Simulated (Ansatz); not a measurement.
Consider the redistribution: `Cl[SiH2]C1BN1` + `C[SiH2][SiH2]Cl` → `[SiH3]C1BN1` + `C[SiH2][SiH](Cl)Cl`.

Gas-phase electronic energies from Ansatz, PBE0-D4/def2-TZVP geometries. CCSD(T)/CBS adds triple-zeta CCSD(T) − MP2 to the extrapolated MP2 energy (def2 sets, frozen cores). This one scheme is used for every species. DFT in def2-TZVPP. Each species was taken in one conformer, which may not be the lowest.

| level | ΔE (kJ/mol) |
| --- | --- |
| PBE-D4 | -2.2 |
| PBE0-D4 | 0.0 |
| B2PLYP | 2.0 |
| PBE | -0.2 |
| SCS-MP2/def2-TZVPP | 2.3 |
| CCSD/def2-TZVPP | 3.4 |
| HF/CBS(def2) | 8.3 |
| MP2/CBS(def2) | 0.6 |

Question: What does CCSD(T)/CBS give? (Estimate.)

Answer: The calculation gave: +1.7 kJ/mol. The listed levels differ from it by -3.9, -1.7, 0.3, -1.9, 0.6, 1.7, 6.6, -1.1 kJ/mol.

Largest T1 diagnostic among the species: 0.014.

In def2-TZVPP, CCSD(T) changes the Hartree–Fock value by −5.9 kJ/mol (the triples alone add −1.3 kJ/mol) and MP2 by −6.9 kJ/mol. The D4 term adds −3.4 kJ/mol with B3LYP and −1.9 kJ/mol with PBE0; it sums over pairs of atoms, weighted by their polarisabilities, and B3LYP, whose exchange is more repulsive, gets the larger term.

B3LYP here is the variant with VWN-RPA as its local correlation; programs differ in this.
